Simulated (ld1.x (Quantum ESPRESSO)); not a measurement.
**Reading a pseudo-wave (phosphorus (P))**

Columns: radius, all-electron u(r) and pseudo u(r) of the 3p shell (level -19.11 eV) of phosphorus in the configuration [Ne] 3s2 3p1.5; PBE, non-relativistic, ultrasoft scheme, ld1.x (Quantum ESPRESSO) 7.5.

```
r (bohr)  all-electron   pseudo
   0.093        0.1375  -0.0076
   0.185        0.2881  -0.0298
   0.278        0.3438  -0.0658
   0.370        0.3133  -0.1130
   0.463        0.2266  -0.1700
   0.555        0.1115  -0.2331
   0.648       -0.0160  -0.3005
   0.740       -0.1414  -0.3681
   0.833       -0.2602  -0.4347
   0.925       -0.3659  -0.4968
   1.018       -0.4591  -0.5540
   1.110       -0.5374  -0.6037
   1.203       -0.6029  -0.6466
   1.295       -0.6547  -0.6813
   1.388       -0.6945  -0.7088
   1.480       -0.7224  -0.7289
   1.573       -0.7401  -0.7421
   1.665       -0.7484  -0.7487
   1.758       -0.7488  -0.7488
   1.850       -0.7423  -0.7423
   1.943       -0.7300  -0.7300
   2.035       -0.7132  -0.7132
   2.128       -0.6924  -0.6924
   2.220       -0.6689  -0.6689
   2.313       -0.6430  -0.6430
   2.405       -0.6158  -0.6158
```

Task: How many radial nodes do the two functions have?

Result: The all-electron 3p function has n − l − 1 = 1; the pseudo-wave has 0, since the states of the same l below it are removed with the core.

Task: At about which radius was the pseudo-wave matched?

Result: 1.75 bohr, where the columns begin to agree (steps of 0.09 bohr).

Task: Is the pseudo-wave norm-conserving?

Result: No, it belongs to an ultrasoft set: the norm inside the radius is not constrained, and the difference is carried by the augmentation charge.
